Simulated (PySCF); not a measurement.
From one molecule to another.

First species: C5H13NSi.
SMILES: `CC[C@H]1C[Si@H](N)C1`

Second species: C5H13NSi.
SMILES: `C[C@@H]1CCCN1[SiH3]`

Levels: B3LYP/def2-SVPD for HOMO energy, LUMO energy, HOMO–LUMO gap and static isotropic polarisability; TDDFT B3LYP/def2-SVPD for lowest singlet excitation; TDA B3LYP/def2-SVPD for lowest triplet excitation (Tamm–Dancoff). Geometries: GFN2-xTB. Each species is one conformer at its optimised geometry, gas phase, non-relativistic unless stated. Electronic properties by PySCF.

The conformers computed, where there is a choice (atom-mapped SMILES and torsion angles):
- `[CH3:1][CH2:2][C@H:3]1[CH2:4][Si@H:5]([NH2:6])[CH2:7]1`: C1–C2–C3–C4 178°, H–N6–Si5–C4 -46°, H–N6–Si5–C4 93°

The conformers of `C[C@@H]1CCCN1[SiH3]` aren't listed.

```json
{"property": "HOMO energy", "column X": "-6.71 eV", "column Y": "-5.96 eV"}
{"property": "LUMO energy", "column X": "0.24 eV", "column Y": "0.24 eV"}
{"property": "HOMO–LUMO gap", "column X": "6.95 eV", "column Y": "6.20 eV"}
{"property": "lowest singlet excitation", "column X": "5.95 eV", "column Y": "5.24 eV"}
{"property": "lowest triplet excitation (Tamm–Dancoff)", "column X": "5.68 eV", "column Y": "5.12 eV"}
{"property": "static isotropic polarisability", "column X": "93.2 au", "column Y": "92.2 au"}
```

(1) Which column belongs to which species?

(2) How does each property change from the first species to the second?

Answers

(1) Column X is the first species and column Y the second. The first has 20 atoms and 64 electrons, the second 20 and 64.

(2) HOMO energy +0.75 eV; LUMO energy 0.00 eV; HOMO–LUMO gap -0.75 eV; lowest singlet excitation -0.71 eV; lowest triplet excitation (Tamm–Dancoff) -0.56 eV; static isotropic polarisability -1.0 au.

On the first: S1 lies 1.00 eV below the HOMO–LUMO gap; its leading configuration is HOMO→LUMO, weight 0.97. The 8 singlets span 5.95 to 7.43 eV, and their oscillator strengths add up to 0.16.

On the second: No computed singlet falls in the visible range (750 to 380 nm, 1.65 to 3.26 eV); S1 lies 1.98 eV above its blue end. S1 lies 0.96 eV below the HOMO–LUMO gap; its leading configuration is HOMO→LUMO, weight 0.97.
